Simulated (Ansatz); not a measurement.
Species: C2H9Si2 (charge -1, singlet). It need not be the lowest isomer of its formula. Whether it binds its extra electron was not tested at this geometry. 
Coordinates optimised at B3LYP-D3(BJ)/def2-TZVP (Ansatz, a quantum-chemistry and plane-wave program):
```
Si
H 1 1.4928
H 1 1.4931 2 106.25
C 1 1.8438 2 112.72 3 122.99
H 4 1.0951 1 109.92 2 74.98
H 4 1.0968 5 107.34 1 -117.15
C 1 1.9054 2 105.30 3 -111.83
H 7 1.0935 1 110.56 2 -64.14
H 7 1.0936 8 107.57 1 120.99
H 7 1.0942 8 107.94 9 116.33
Si 4 2.0043 5 111.96 6 -117.63
H 11 1.5407 4 95.61 5 -45.74
H 11 1.5431 12 93.92 4 -96.00
```
Charge -1, spin multiplicity 1.

Basis-set convergence of Hartree-Fock and MP2 correlation energies (hartree) with Ansatz. Correlated levels leave the core frozen unless marked. Spin-orbit coupling is left out. No relativistic terms.

```csv
basis,functions,E(HF),"E(corr, MP2)"
aug-cc-pV(D+d)Z,191,-658.83655,-0.53980
aug-cc-pV(T+d)Z,409,-658.88191,-0.64260
aug-cc-pV(Q+d)Z,752,-658.89250,-0.67710
```

Extrapolating the two largest sets (X = 3 and 4) as X^-3: E(corr) = (64·(-0.67710) - 27·(-0.64260))/37 = -0.7023 Eh, an estimate of the basis-set limit. The largest set recovers 96.4 % of it, the smallest 76.9 %.
